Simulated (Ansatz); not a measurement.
Cl3OSi (SMILES [O][Si](Cl)(Cl)Cl), doublet, at a GFN2-xTB geometry; CAM-B3LYP/def2-SVP (Ansatz, a first-principles code).

Input for Ansatz:
Ansatz 0.2 input:
```yaml
crystal:
  periodic: [false, false, false]
  atoms:
    - {symbol: O, position_ang: [0.04499171, -0.01008436, 1.97947072]}
    - {symbol: Si, position_ang: [0.01040947, -0.00233316, 0.45797863]}
    - {symbol: Cl, position_ang: [1.75812921, -0.61413173, -0.47955100]}
    - {symbol: Cl, position_ang: [-0.36011251, 1.84200798, -0.41889240]}
    - {symbol: Cl, position_ang: [-1.42776177, -1.22120924, -0.41023111]}
basis:
  gaussian:
    orbitals: def2-SVP
    fitting: {mean_field: cc-pVTZ-JKFIT}
hamiltonian:
  xc: cam_b3lyp
magnetization: {spin_polarized: true, initial_magnetization: 1}
```

Output, abridged:

```
Functional definition: CAM-B3LYP
563 factors; integrals over basis functions are off by at most 1.2e-1 eV
563 factors; integrals over basis functions are off by at most 4.5e-7 eV
mean field evaluation 1: about -47469.6894 eV, gradient 4.4e1 eV
mean field evaluation 2: about -47417.3791 eV, gradient 1.1e2 eV
mean field evaluation 4: about -47477.4634 eV, gradient 4.3e0 eV
mean field evaluation 8: about -47477.5561 eV, gradient 1.5e-1 eV
mean field evaluation 16: about -47479.2405 eV, gradient 4.9e-1 eV
mean field evaluation 32: about -47479.2541 eV, gradient 2.6e-3 eV
mean field evaluation 64: about -47479.2540 eV, gradient 5.9e-2 eV
mean field -47479.25410220 eV, -1744.8304056614 hartree, gradient 4.0e-6 eV, S^2 0.754688; 7 other end points of the search recorded, 0 dependent functions left out
reference -47479.25420426 eV, -1744.8304094122 hartree; 37, 36 occupied and 49, 50 virtual orbitals, 563 factors
Total energy: -47479.25420426 eV, -1744.8304094122 hartree
```
